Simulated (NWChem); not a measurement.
## Atomisation of CH2NO

```xyz
5

N      0.7082     0.8673     0.0000
C      0.2851    -0.3596     0.0000
O     -0.9569    -0.5387     0.0000
H     -0.0071     1.6017     0.0000
H      0.9943    -1.2055     0.0000
```
Charge 0, spin multiplicity 2.

Everything below was run with NWChem. All single points use one geometry, from UPBE0/def2-SVP, a minimum by its harmonic frequencies. It is one conformer; others weren't searched.

Basis set: def2-TZVP. The atomisation energy is electronic alone: no zero-point, thermal, spin-orbit or counterpoise terms. No value is extrapolated to the basis-set limit. Free atoms are single determinants with multiplicities N 4, C 3, O 3, H 2. Correlated methods freeze the same cores in atoms and molecule, 3 orbitals in all.

| method | atomisation energy (kcal/mol) | relative cost |
|---|---|---|
| LC-wPBE (omega 0.3 per bohr) | 453.7 | 20 |
| M06-2X | 436.5 | under 3 |
| LDA (SVWN5) | 539.9 | 1 |
| BHandHLYP | 411.2 | under 3 |
| HF | 268.1 | under 3 |
| PBE0 | 445.5 | under 3 |
| MP2 | 419.4 | 4 |
| B3LYP | 445.9 | under 3 |
| PBE | 473.9 | under 3 |

The values span 271.7 kcal/mol, from HF (lowest) to LDA (SVWN5) (highest). Costs are rough ratios of processor time within this set of runs, SCF included, with LDA (SVWN5) as 1. Costs are the molecule's.

B3LYP has NWChem's definition, with VWN1-RPA local correlation. GW and range-separated runs recompute their integrals, the others keep them in memory, which bears on the times. The structure started from a generated list of species. The unpaired electrons of the parent sit in orbitals of symmetry a' (Cs labels of the run); other states weren't searched. No SCF solution was tested for a lower state. Open-shell Hartree-Fock references start from PBE0 orbitals; any time given for them includes that run.
